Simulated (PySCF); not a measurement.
# Two-component Hartree-Fock for Ag (silver, neutral)

Start: [Kr] 4d10 5s1; 5s1/2 filled at m_j = +1/2. Calculated with PySCF 2.14 in x2c-SVPall-2c with one added diffuse shell each of s, p, d type (7s9p7d1f, 76 functions): generalised Hartree-Fock with the X2C-1e Hamiltonian and a Gaussian nucleus; one run each with spin-orbit coupling (SO) switched off, then screened by Boettger's factors.

```tsv
spinor shell	electrons	ε, spin-free (eV)	ε, screened SO (eV)	weight of nominal j (screened SO)	rms radius, screened SO (bohr)
1s1/2	2	-25641.7	-25639.8	1.000	0.0357
2s1/2	2	-3860.4	-3859.9	1.000	0.146
2p1/2	2	-3456.8	-3578.3	1.000	0.127
2p3/2	4	-3456.8	-3400.6	1.000	0.131
3s1/2	2	-744.48	-744.36	1.000	0.392
3p1/2	2	-608.34	-630.55	1.000	0.387
3p3/2	4	-608.34	-598.05	1.000	0.398
3d3/2	4	-393.99	-397.75	1.000	0.374
3d5/2	6	-393.99	-391.38	1.000	0.377
4s1/2	2	-116.24	-116.22	1.000	0.981
4p1/2	2	-74.619	-78.340	1.000	1.06
4p3/2	4	-74.619	-72.905	1.000	1.09
4d3/2	4	-13.979	-14.390	0.998	1.52
4d5/2	6	-13.979	-13.709	0.999	1.55
5s1/2	1	-6.469	-6.472	1.000	3.73
```

| quantity | spin-free | screened SO |
| --- | --- | --- |
| E (hartree) | -5311.85544 | -5312.81140 |
| M_J | 1/2 | 1/2 |
| ⟨J²⟩ | 0.752 | 0.752 |
| ⟨L²⟩ | 0.000 | 0.015 |
| ⟨S²⟩ | 0.752 | 0.767 |

Breit and QED terms are absent; they matter most for the inner s and p1/2 levels.

Densities and radii are taken from the X2C orbitals without a picture-change correction, which distorts them close to the nucleus.

Without spin-orbit coupling the j labels of p, d and f shells carry no meaning; the spin-free column gives the mean over the occupied spinors of each nl shell.
